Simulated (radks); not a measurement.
Polarisability of the magnesium ion Mg+, [Ne] 3s1, at imaginary frequency. Calculated with a radial shooting solver on a logarithmic mesh with Libxc functionals: non-relativistic Kohn-Sham, LB94 model potential, spin-unpolarised, spherical densities, point nucleus. Response by self-consistent Sternheimer equations with the Hartree and adiabatic LDA kernel.

| w (hartree) | alpha1(iw) (bohr^3) | alpha2(iw) (bohr^5) |
|---|---|---|
| 0.00266 | 23.89 | 124.6 |
| 0.0143 | 23.77 | 124.4 |
| 0.0360 | 23.12 | 123.3 |
| 0.0697 | 21.23 | 119.7 |
| 0.118 | 17.59 | 111.6 |
| 0.186 | 12.73 | 96.68 |
| 0.280 | 8.112 | 75.35 |
| 0.413 | 4.755 | 51.71 |
| 0.605 | 2.694 | 31.30 |
| 0.892 | 1.537 | 16.99 |
| 1.35 | 0.9038 | 8.388 |
| 2.12 | 0.5386 | 3.757 |
| 3.59 | 0.2950 | 1.473 |
| 6.94 | 0.1214 | 0.4506 |
| 17.5 | 0.02632 | 0.07866 |

Static values: alpha1 = 23.90 bohr^3 (3.541 angstrom^3; uncoupled 29.83), alpha2 = 124.6 bohr^5, alpha3 = 1236 bohr^7. C6 = 86.96, C8 = 2879, triple-dipole C9 = 1525 atomic units. One-pole (London) frequency 4 C6 / (3 alpha1^2) = 0.203 hartree, against 0.575 for minus the highest occupied eigenvalue.
